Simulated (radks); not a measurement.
Values are calculated unless marked as measured or tabulated.
Q: All-electron atom: Rh in [Kr] 4d8 5s1. Level of theory: Dirac Kohn-Sham, PBEsol, spin-unpolarised, spherical densities, point nucleus; open shells fill j = l - 1/2 first (a radial shooting solver on a logarithmic mesh with Libxc functionals). Some entries of the table are withheld. Estimate them.

orbital,occ.,eigenvalue (hartree),r(max) (bohr)
1s1/2,2,-845.7071,0.02118
2s1/2,2,-122.5835,0.1200
2p1/2,2,-113.5144,(1)
2p3/2,4,-108.2046,(2)
3s1/2,2,-21.89469,0.3518
3p1/2,2,-18.34566,0.3384
3p3/2,4,-17.43205,0.3481
3d3/2,4,-11.14333,(3)
3d5/2,6,-10.96308,(4)
4s1/2,2,-3.02563,(5)
4p1/2,2,-1.94763,0.9272
4p3/2,4,-1.80378,0.9523
4d3/2,4,(6),1.141
4d5/2,4,(7),1.154
5s1/2,1,-0.15875,2.641

A: 
(1) 2p1/2 r(max) (bohr): 0.09295
(2) 2p3/2 r(max) (bohr): 0.09703
(3) 3d3/2 r(max) (bohr): 0.2897
(4) 3d5/2 r(max) (bohr): 0.2925
(5) 4s1/2 r(max) (bohr): 0.8812
(6) 4d3/2 eigenvalue (hartree): -0.22635
(7) 4d5/2 eigenvalue (hartree): -0.21195
